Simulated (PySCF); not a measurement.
C₈H₅FOS, SMILES Fc1ccsc1-c1ccco1.

Geometry: B3LYP-D3(BJ)/def2-SVP. The structure was generated by enumeration, and PubChem lists no compound with its InChIKey, so it may never have been made. The values are those of a single conformer.

Two levels are set side by side: PBE/def2-SVP (PySCF) and ωB97X/def2-SVP (PySCF). Same geometry, gas phase. Differences are taken from unrounded values.

```tsv
quantity	ωB97X
orbital gap (eV)	8.73
highest occupied level (eV)	-7.97
lowest empty level (eV)	0.77
dipole moment (D)	1.25
mean polarisability (bohr³)	100.5
```

Q: What does PBE give, and how far is it from ωB97X? (Estimate from the structure and the level; the computed values follow.)

A: 
| quantity | PBE | PBE minus ωB97X |
|---|---|---|
| orbital gap (eV) | 3.04 | -5.69 |
| highest occupied level (eV) | -4.92 | 3.04 |
| lowest empty level (eV) | -1.88 | -2.65 |
| dipole moment (D) | 1.02 | -0.23 |
| mean polarisability (bohr³) | 107.8 | 7.3 |

PBE's occupied levels lie high since its potential decays too fast outside the molecule; exact exchange lowers them and widens the gap. Loosely held outer electrons make PBE densities more polarisable. Differences between two approximate levels are no errors against the true value.

Rough cost on one machine, each run with all the roots and properties that it gave: ωB97X against PBE within a factor of 2.
